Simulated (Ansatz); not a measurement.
```yaml
atoms:
  - { symbol: Li, position_ang: [0.0000, 0.0000, -0.3675] }
  - { symbol: H, position_ang: [0.0000, 0.0000, 1.1025] }
```

Basis set: cc-pVTZ (spherical functions). All electrons are correlated. Charge 0, multiplicity 1.

Computed with Ansatz (development build ahead of 0.2.0); each method stands on the lowest determinant of its kind that the runs found. Restricted open shells among the atoms or ions are ROHF, correlated in semicanonical orbitals with singles.

The atomization energy at this shape (free ground-state atoms in the same class of orbitals less the molecule, no zero-point energy) of singlet LiH:

| method | atomization energy |
| --- | --- |
| RHF-MP2 | 210.5 kJ/mol |

(1) What does RHF give?

Answers

(1) 135.2 kJ/mol.
